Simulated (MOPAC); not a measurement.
MOPAC input (PM3):

```
PM3 1SCF GEO-OK AUX(PRECISION=9) THREADS=1
F3In

In    0.00000000 1   -0.00000000 1    0.00000000 1
F    -1.65023800 1   -1.00267600 1    0.05747100 1
F     0.02001500 1    1.78584200 1   -0.73642000 1
F     1.63022200 1   -0.78316600 1    0.67894900 1
```

From the output:

```
                                                       MOPAC v23.2.5 Linux

          FINAL HEAT OF FORMATION =       -133.44888 KCAL/MOL =    -558.35012 KJ/MOL

          COSMO AREA              =         99.73 SQUARE ANGSTROMS
          COSMO VOLUME            =         80.90 CUBIC ANGSTROMS

          IONIZATION POTENTIAL    =         15.820817 EV
          HOMO LUMO ENERGIES (EV) =        -15.821 -3.435
          NO. OF FILLED LEVELS    =         12
          MOLECULAR WEIGHT        =        171.8152         POINT GROUP:  D3h

          MOLECULAR DIMENSIONS (Angstroms)

            Atom       Atom       Distance
            F     3    F     2     3.34602
            F     4    F     2     2.89774
            F     2   In     1     0.00000

          SCF CALCULATIONS        =          1

   ATOM   CHEMICAL          X               Y               Z
  NUMBER   SYMBOL      (ANGSTROMS)     (ANGSTROMS)     (ANGSTROMS)

     1      In          0.00000000  *  -0.00000000  *   0.00000000  *
     2       F         -1.65023800  *  -1.00267600  *   0.05747100  *
     3       F          0.02001500  *   1.78584200  *  -0.73642000  *
     4       F          1.63022200  *  -0.78316600  *   0.67894900  *

                             CARTESIAN COORDINATES

   1   In        0.000000000    -0.000000000     0.000000000
   2    F       -1.650238000    -1.002676000     0.057471000
   3    F        0.020015000     1.785842000    -0.736420000
   4    F        1.630222000    -0.783166000     0.678949000

           Empirical Formula: In F3  =     4 atoms

      MOLECULAR POINT GROUP   :   D3h

                  EIGENVALUES
 -21.47379 -20.81436 -20.81435 -17.03649 -16.92080 -16.45559 -16.45559 -16.18446
 -15.95412 -15.95411 -15.82082 -15.82082  -3.43510  -2.22281   0.00556   0.00556

              NET ATOMIC CHARGES AND DIPOLE CONTRIBUTIONS

  ATOM NO.   TYPE          CHARGE      No. of ELECS.   s-Pop       p-Pop
    1         In           0.669283        2.3307     0.87331     1.45741
    2          F          -0.223094        7.2231     1.53875     5.68434
    3          F          -0.223094        7.2231     1.53875     5.68434
    4          F          -0.223094        7.2231     1.53875     5.68434
 DIPOLE           X         Y         Z       TOTAL
 POINT-CHG.     0.000    -0.000     0.000     0.000
 HYBRID         0.000    -0.000    -0.000     0.000
 SUM            0.000    -0.000     0.000     0.000

          ATOMIC ORBITAL ELECTRON POPULATIONS

     Atom    s        px        py        pz
    1 In   0.87331   0.60179   0.56147   0.29414
    2  F   1.53875   1.83423   1.91608   1.93403
    3  F   1.53875   1.97177   1.80577   1.90680
    4  F   1.53875   1.83755   1.93588   1.91091

 **********************
 *                    *
 * JOB ENDED NORMALLY *
 *                    *
 **********************

 == MOPAC DONE ==
```

The geometry given is a B3LYP-D3(BJ)/def2-TZVP minimum.
